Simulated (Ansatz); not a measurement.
**Question.** Name a neutral molecule of C, F, Zr and H with LUMO energy (B3LYP/def2-TZVPP) between -2.50 and -2.20 eV and zero-point energy (PBE0-D4/def2-TZVP) between 56 and 72 kJ/mol (Ansatz, PBE0-D4/def2-TZVP geometry).

**Answer.** `C#[C][Zr]([F])([F])[F]` (-2.28 eV, 63.7 kJ/mol). Other molecules can fit too; these were computed, each in one conformer that needn't be the lowest.

B3LYP here is the variant with VWN-RPA as its local correlation; programs differ in this.
